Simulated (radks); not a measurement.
The calcium ion Ca3+, 17 electrons, occupied as [Ne] 3s2 3p5. Calculated with a radial shooting solver on a logarithmic mesh with Libxc functionals: non-relativistic Kohn-Sham, r2SCAN, spin-unpolarised, spherical densities, point nucleus; meta-GGA in the generalised Kohn-Sham scheme.

Radial electron density D(r) = 4 pi r^2 rho(r):

r (bohr),D(r) (e/bohr)
0.004009,0.9159
0.004485,1.124
0.005056,1.397
0.005701,1.731
0.006377,2.108
0.00719,2.594
0.008106,3.179
0.009067,3.827
0.01022,4.646
0.01153,5.607
0.01289,6.643
0.01454,7.909
0.01639,9.339
0.01833,10.82
0.02067,12.53
0.0233,14.35
0.02607,16.09
0.02939,17.95
0.03314,19.69
0.03706,21.13
0.04179,22.36
0.04712,23.17
0.0527,23.46
0.05942,23.23
0.067,22.48
0.07494,21.39
0.08449,19.98
0.09526,18.58
0.1066,17.54
0.1201,16.99
0.1355,17.20
0.1515,18.13
0.1708,19.76
0.1926,21.71
0.2154,23.36
0.2429,24.42
0.2739,24.31
0.3063,22.95
0.3454,20.24
0.3894,16.63
0.4356,13.03
0.4911,9.590
0.5537,7.143
0.6193,5.981
0.6983,5.816
0.7873,6.342
0.8806,6.943
0.9929,7.213
1.119,6.853
1.252,5.964
1.412,4.633
1.592,3.217
1.78,2.056
2.007,1.126
2.263,0.5365
2.532,0.2345
2.854,0.08248
3.218,0.02426
3.6,0.006477
4.059,0.001274

D(r) has 3 maxima, at r = 0.0531, 0.255, 0.985 bohr, and minima at 0.124, 0.671 bohr, inside which lie 2.16, 10.36 electrons.
